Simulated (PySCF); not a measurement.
How methods differ on the ionisation energy of Pd

Pd [Kr] 4d10 (1S) → Pd⁺ [Kr] 4d9 (2D), as a difference of total energies. All numbers are calculated (PySCF 2.14, a scalar-relativistic core potential, in cc-pVDZ-PP with ECP28MDF (4s4p3d1f, 38 functions)). Correlated levels: valence: 4s2 4p6 frozen. The calculations carry no spin-orbit coupling.

```
           method  ionisation energy (eV)
              UHF                   6.283
             BP86                   8.894
              LDA                   9.206
    MP2 (valence)                   8.067
SCS-MP2 (valence)                   7.880
```

Errors of the correlated levels include the incompleteness of this basis and the frozen core.

Problem. Which method comes closest to the reference value, and which is furthest?

Solution. The reference is 8.512 eV (measured; NIST levels, between the centres of gravity of the two terms). Closest: BP86 (error 0.382 eV); furthest: UHF (error -2.229 eV).
